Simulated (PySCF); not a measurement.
**Atomic charges against the basis set**

Compound: C3H8AlNO.
Geometry (PBE0-D3(BJ)/def2-SVP, Å), atoms numbered from 1 in this order:
```
atom  x, y, z in Å
O1    -1.1798   -1.3370   -0.2620
C2    -1.7119   -0.0790   -0.4682
C3    -1.3652    0.8951    0.6917
C4     0.0757    0.9064    0.7932
N5     1.2100    0.7197    0.6898
Al6    2.6447   -0.4577   -0.1686
H7    -0.2569   -1.3735   -0.5775
H8    -1.3842    0.3817   -1.4188
H9    -2.8105   -0.1584   -0.5032
H10   -1.7860    0.5267    1.6401
H11   -1.7477    1.9114    0.5079
H12    3.4992    0.5634   -1.0476
H13    1.5102   -1.3019   -0.9816
H14    3.3013   -1.1966    1.0835
```

PBE0 throughout (PySCF), one geometry, spherical d and f functions. The structure is a single PBE0-D3(BJ)/def2-SVP conformer in the gas phase; no vibrational or solvent corrections. The first 7 of 10 kinds of atom are listed.

Mulliken charges (e):

| basis | functions | O1 | C2 | C3 | C4 | N5 | Al6 | H7 |
| --- | --- | --- | --- | --- | --- | --- | --- | --- |
| STO-3G | 42 | -0.290 | -0.031 | -0.167 | +0.165 | -0.229 | +0.702 | +0.224 |
| 6-31G | 74 | -0.611 | -0.090 | -0.397 | +0.293 | -0.373 | +0.545 | +0.402 |
| pcSseg-0 | 74 | -0.678 | -0.114 | -0.438 | +0.182 | -0.431 | +0.800 | +0.429 |
| 6-31G* | 104 | -0.637 | -0.085 | -0.441 | +0.397 | -0.376 | +0.290 | +0.438 |
| cc-pVDZ | 128 | -0.265 | +0.100 | -0.048 | +0.118 | -0.177 | +0.242 | +0.166 |
| def2-SVP | 128 | -0.325 | +0.130 | -0.017 | -0.061 | -0.070 | +0.486 | +0.191 |
| aug-cc-pVDZ | 214 | -0.468 | +0.896 | +0.311 | +0.022 | -0.183 | -0.203 | +0.097 |
| 6-311+G(2d,p) | 218 | -0.318 | -0.218 | -0.403 | +0.288 | -0.183 | +0.466 | +0.225 |
| def2-TZVP | 240 | -0.418 | -0.083 | -0.067 | -0.063 | +0.014 | +0.224 | +0.301 |
| cc-pVTZ | 296 | -0.335 | +0.018 | -0.172 | +0.082 | +0.006 | +0.161 | +0.237 |
| IGLO-III | 299 | -0.436 | -0.074 | -0.159 | +0.229 | -0.336 | +0.862 | +0.307 |

IAO charges (e):

```json
{"basis": "STO-3G", "functions": "42", "O1": "-0.324", "C2": "-0.114", "C3": "-0.304", "C4": "+0.179", "N5": "-0.138", "Al6": "+0.782", "H7": "+0.260"}
{"basis": "6-31G", "functions": "74", "O1": "-0.515", "C2": "-0.062", "C3": "-0.324", "C4": "+0.251", "N5": "-0.173", "Al6": "+0.357", "H7": "+0.353"}
{"basis": "pcSseg-0", "functions": "74", "O1": "-0.497", "C2": "-0.057", "C3": "-0.332", "C4": "+0.259", "N5": "-0.179", "Al6": "+0.374", "H7": "+0.342"}
{"basis": "6-31G*", "functions": "104", "O1": "-0.522", "C2": "-0.023", "C3": "-0.318", "C4": "+0.266", "N5": "-0.192", "Al6": "+0.434", "H7": "+0.354"}
{"basis": "cc-pVDZ", "functions": "128", "O1": "-0.525", "C2": "-0.022", "C3": "-0.319", "C4": "+0.262", "N5": "-0.186", "Al6": "+0.434", "H7": "+0.357"}
{"basis": "def2-SVP", "functions": "128", "O1": "-0.522", "C2": "-0.018", "C3": "-0.316", "C4": "+0.266", "N5": "-0.183", "Al6": "+0.458", "H7": "+0.353"}
{"basis": "aug-cc-pVDZ", "functions": "214", "O1": "-0.549", "C2": "-0.026", "C3": "-0.322", "C4": "+0.264", "N5": "-0.189", "Al6": "+0.443", "H7": "+0.368"}
{"basis": "6-311+G(2d,p)", "functions": "218", "O1": "-0.550", "C2": "-0.027", "C3": "-0.324", "C4": "+0.267", "N5": "-0.194", "Al6": "+0.467", "H7": "+0.368"}
{"basis": "def2-TZVP", "functions": "240", "O1": "-0.547", "C2": "-0.025", "C3": "-0.324", "C4": "+0.268", "N5": "-0.195", "Al6": "+0.472", "H7": "+0.367"}
{"basis": "cc-pVTZ", "functions": "296", "O1": "-0.546", "C2": "-0.025", "C3": "-0.325", "C4": "+0.268", "N5": "-0.194", "Al6": "+0.462", "H7": "+0.367"}
{"basis": "IGLO-III", "functions": "299", "O1": "-0.551", "C2": "-0.027", "C3": "-0.325", "C4": "+0.268", "N5": "-0.195", "Al6": "+0.473", "H7": "+0.369"}
```

Hirshfeld charges (e):

| basis | functions | O1 | C2 | C3 | C4 | N5 | Al6 | H7 |
| --- | --- | --- | --- | --- | --- | --- | --- | --- |
| STO-3G | 42 | -0.187 | +0.074 | +0.022 | +0.112 | -0.095 | +0.441 | +0.121 |
| 6-31G | 74 | -0.233 | +0.037 | -0.019 | +0.169 | -0.103 | +0.289 | +0.132 |
| pcSseg-0 | 74 | -0.224 | +0.036 | -0.022 | +0.177 | -0.081 | +0.303 | +0.123 |
| 6-31G* | 104 | -0.222 | +0.034 | -0.020 | +0.176 | -0.100 | +0.280 | +0.134 |
| cc-pVDZ | 128 | -0.204 | +0.025 | -0.033 | +0.176 | -0.091 | +0.302 | +0.128 |
| def2-SVP | 128 | -0.212 | +0.025 | -0.036 | +0.184 | -0.088 | +0.304 | +0.128 |
| aug-cc-pVDZ | 214 | -0.213 | +0.015 | -0.045 | +0.173 | -0.113 | +0.330 | +0.126 |
| 6-311+G(2d,p) | 218 | -0.215 | +0.019 | -0.040 | +0.171 | -0.116 | +0.331 | +0.128 |
| def2-TZVP | 240 | -0.214 | +0.018 | -0.042 | +0.176 | -0.108 | +0.317 | +0.129 |
| cc-pVTZ | 296 | -0.211 | +0.018 | -0.041 | +0.178 | -0.103 | +0.313 | +0.127 |
| IGLO-III | 299 | -0.215 | +0.015 | -0.045 | +0.174 | -0.109 | +0.321 | +0.126 |

ESP-fitted charges (e):

```
        basis  functions      O1      C2      C3      C4      N5     Al6      H7
       STO-3G         42  -0.474  +0.236  -0.268  +0.326  -0.235  +0.582  +0.316
        6-31G         74  -0.731  +0.414  -0.377  +0.450  -0.375  +0.692  +0.456
     pcSseg-0         74  -0.740  +0.466  -0.377  +0.461  -0.410  +0.940  +0.467
       6-31G*        104  -0.561  +0.240  -0.309  +0.377  -0.309  +0.587  +0.361
      cc-pVDZ        128  -0.533  +0.260  -0.284  +0.357  -0.306  +0.613  +0.342
     def2-SVP        128  -0.568  +0.306  -0.301  +0.376  -0.320  +0.694  +0.360
  aug-cc-pVDZ        214  -0.554  +0.240  -0.330  +0.373  -0.320  +0.689  +0.349
6-311+G(2d,p)        218  -0.572  +0.244  -0.308  +0.364  -0.319  +0.687  +0.360
    def2-TZVP        240  -0.558  +0.249  -0.313  +0.366  -0.316  +0.692  +0.354
      cc-pVTZ        296  -0.535  +0.233  -0.306  +0.360  -0.310  +0.667  +0.341
     IGLO-III        299  -0.549  +0.225  -0.319  +0.366  -0.316  +0.696  +0.349
```

**Question.** Which scheme is steadiest as the basis changes?

**Answer.** Largest range over the bases for any column: Hirshfeld 0.16 e, ESP-fitted 0.36 e, IAO 0.42 e, Mulliken 1.11 e. Hirshfeld charges move least and Mulliken charges most, counted in e. Without the minimal STO-3G basis the ranges are Hirshfeld 0.05, ESP-fitted 0.35, IAO 0.12, Mulliken 1.11 e.

**Question.** How much do the charges still move between the two largest bases, cc-pVTZ and IGLO-III?

**Answer.** At most, over all atoms: Mulliken 0.702 e, IAO 0.011 e, Hirshfeld 0.008 e, ESP-fitted 0.029 e.

**Question.** What do the same runs give for the total energy, the frontier levels and the dipole moment?

**Answer.** 
```
        basis  energy (Eh)  HOMO (eV)  LUMO (eV)  μ (D)
       STO-3G    -484.9875      -4.72       1.52   5.31
        6-31G    -490.9777      -7.66      -1.22   6.38
     pcSseg-0    -490.2311      -7.81      -1.56   6.78
       6-31G*    -491.0723      -7.52      -1.10   6.39
      cc-pVDZ    -491.1108      -7.51      -1.13   6.36
     def2-SVP    -490.8390      -7.53      -1.27   6.48
  aug-cc-pVDZ    -491.1307      -7.55      -1.34   6.45
6-311+G(2d,p)    -491.1814      -7.56      -1.37   6.49
    def2-TZVP    -491.2041      -7.55      -1.31   6.49
      cc-pVTZ    -491.1987      -7.54      -1.27   6.48
     IGLO-III    -491.2100      -7.56      -1.35   6.50
```

The dipole is fixed by the density alone, so its range of 1.47 D shows that the density itself changes with the basis, not only its division among atoms.
